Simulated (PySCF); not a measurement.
F₅Nb, triplet, geometry from GFN2-xTB (such geometries of metal compounds can be far from the true shape) (the multiplicity is a formal guess) (core potentials on Nb). Base run: DF-M06/def2-TZVP (PySCF).

PySCF was given this input:
```python
from pyscf import gto, scf, dft

mol = gto.Mole()
mol.atom = '''
    Nb    0.172129    0.119412    0.075358
    F     1.102123   -0.600387   -1.247516
    F    -0.935415    0.716039    1.320501
    F    -1.539926   -0.022027   -1.210529
    F    -0.952902   -1.707342    0.119164
    F     1.541976    1.069727    0.675080
'''
mol.basis = 'def2-tzvp'
mol.ecp = {'Nb': 'def2-tzvp'}
mol.charge = 0
mol.spin = 2
mol.verbose = 4
mol.build()

mf = dft.UKS(mol)
mf.xc = 'm06'
mf = mf.density_fit(auxbasis='def2-universal-jkfit')
mf.kernel()
```

Each row names what was changed in the base input (with any setting that the change needs).

```tsv
change	ΔE vs base (mEh)	grid points	electrons on the grid
base	0.000	93752	57.99999
grids.level = 2	0.005	72424	58.00007
grids.level = 5	0.043	267256	58.00000
grids.becke_scheme = stratmann	0.006	93752	57.99999
grids.atom_grid = (50, 194)	1.880	39336	58.00001
grids.level = 4	0.065	176536	58.00000
grids.level = 0	-266.2	8296	58.00207
grids.radi_method = delley	0.048	97288	57.99999
grids.atom_grid = (75, 302)	0.007	84744	58.00007
grids.prune = off	0.005	154480	57.99999
grids.level = 1	0.249	34672	58.00001
```

Open shells are given as the SCF converged; they aren't shown to be the lowest states, and a large step between rows can be another state.
